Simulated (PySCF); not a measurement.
# Arsenic: a sound run and one with changed settings

Sound run: As⁺ [Ar] 3d10 4s2 4p2, As²⁺ [Ar] 3d10 4s2 4p1. Computed with PySCF 2.14 in jorge-DZP-DKH, with the spin-free X2C one-electron Hamiltonian (Gaussian nucleus). In the sound run the correlated levels freeze [Ar] 3d10. The sound run starts from symmetry-adapted Hartree-Fock orbitals and uses a fine grid where one is needed.

Changed run: initial guess minao, at most 50 SCF cycles.

```tsv
species	method	sound run (hartree)	changed run (hartree)	converged
As⁺	UHF	-2258.54714	-2258.54714	yes
As⁺	M06-2X	-2260.33169	-2260.33169	yes
As⁺	CCSD(T)	-2258.58114	-2258.58114	yes
As²⁺	B3LYP	-2259.59121	-2259.59121	yes
As²⁺	MP2	-2257.91355	-2257.91355	yes
```

Here the plain start reaches the same solutions.
